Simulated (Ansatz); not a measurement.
CH6GeSeSi, SMILES `[CH2]1[GeH2][SiH2][Se]1`, relaxed with RKS PBE-D4/def2-SVP in the Gaussian-basis code of Ansatz from a rough embedded geometry. The force threshold is 0.03 eV/Å; the program also tests the step.

Charge 0, multiplicity 1.

Start:

```xyz
10

C     0.015    0.402    1.303
Ge    1.042    0.256   -0.295
Si   -0.865   -0.613   -1.083
Se   -1.822   -0.346    0.929
H    -0.051    1.495    1.653
H     0.470   -0.152    2.183
H     2.159   -0.813   -0.177
H     1.355    1.590   -0.929
H    -1.537    0.234   -2.153
H    -0.766   -2.053   -1.432
```

(1) By how much does the energy fall, and how many steps does the optimiser take? (Estimate.)

(2) Which bonds change most? (Best estimate.)

(3) Give the relaxed structure. (An estimate is asked.)

Answers

(1) The calculation gave: 55.47 kJ/mol, in 4 steps.

(2) The calculation gave: Ge2–Si3 from 2.239 to 2.393 Å; C1–Ge2 from 1.905 to 2.002 Å; Si3–Se4 from 2.244 to 2.326 Å; Ge2–H8 from 1.510 to 1.554 Å.

(3) Computed: 
```xyz
10

C     0.046    0.457    1.426
Ge    1.055    0.253   -0.291
Si   -0.954   -0.680   -1.197
Se   -1.750   -0.298    0.955
H    -0.072    1.511    1.740
H     0.479   -0.127    2.261
H     2.280   -0.692   -0.149
H     1.540    1.615   -0.861
H    -1.676    0.089   -2.274
H    -0.948   -2.130   -1.609
```
